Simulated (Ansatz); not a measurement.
C₄H₂F₄, SMILES `F/C=C(F)/C(F)=C/F`. Total charge 0; spin multiplicity 1. All single points use the PBE0-D4/def2-TZVP geometry. It is one conformer, not always the lowest.

```xyz
10

F    -0.119    2.824   -0.945
C     0.444    1.661   -0.645
C    -0.274    0.646   -0.174
F    -1.588    0.766    0.014
C     0.274   -0.646    0.174
F     1.588   -0.766   -0.014
C    -0.444   -1.661    0.645
F     0.119   -2.824    0.945
H     1.510    1.605   -0.811
H    -1.510   -1.605    0.811
```

Q: What is the dipole moment at ωB97M-V/def2-TZVPP? (Estimate.)

A: Ansatz gave: 0.00 D, zero by symmetry or nearly so.

Q: Give the Mulliken charges with ωB97M-V, B3LYP, r2SCAN in def2-TZVPP. (Estimate.)

A: Computed: 
| atom | ωB97M-V | B3LYP | r2SCAN |
| --- | --- | --- | --- |
| F1 | -0.17 | -0.18 | -0.18 |
| C2 | 0.05 | 0.05 | 0.08 |
| C3 | 0.18 | 0.19 | 0.17 |
| F4 | -0.19 | -0.19 | -0.19 |
| C5 | 0.18 | 0.19 | 0.17 |
| F6 | -0.19 | -0.19 | -0.19 |
| C7 | 0.05 | 0.05 | 0.08 |
| F8 | -0.17 | -0.18 | -0.18 |
| H9 | 0.12 | 0.13 | 0.12 |
| H10 | 0.12 | 0.13 | 0.12 |

B3LYP here is the variant with VWN-RPA as its local correlation; programs differ in this.
